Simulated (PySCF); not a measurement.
**C₆ coefficients of unlike pairs at PBEsol**

Calculated with PySCF 2.14 from the dipole response of each species, C₆(A,B) = (3/π) ∫ α_A(iu) α_B(iu) du, in atomic units, from isotropic polarisabilities. For ions this is the dispersion term alone; charge-induced terms of lower order in 1/R come first.

```csv
species,configuration,basis,relativity,α (bohr³),C₆ (like pair)
Pd²⁺,[Kr] 4d8 (3F),"x2c-TZVPPall with one added diffuse shell each of s, p, d, f type (9s7p7d3f1g)",spin-free X2C,6.871,35.96
Be,[He] 2s2 (1S),def2-TZVPPD (5s4p1d),none,43.44,262.0
Sc²⁺,[Ar] 3d1 (2D),"aug-cc-pwCVTZ-DK with one added diffuse shell each of s, p, d, f, g type (11s10p8d5f4g)",spin-free X2C,5.204,15.21
```

Task: Estimate C₆ for Sc²⁺ with Be.

Result: The integral gives 48.30. The combination rule 2 C_A C_B / (C_A α_B/α_A + C_B α_A/α_B) gives 50.34 and the geometric mean 63.13.

No spin-orbit coupling is included.

The other pairs:

```json
{"pair": "Be, Pd²⁺", "C₆": "69.58"}
{"pair": "Sc²⁺, Pd²⁺", "C₆": "23.32"}
```
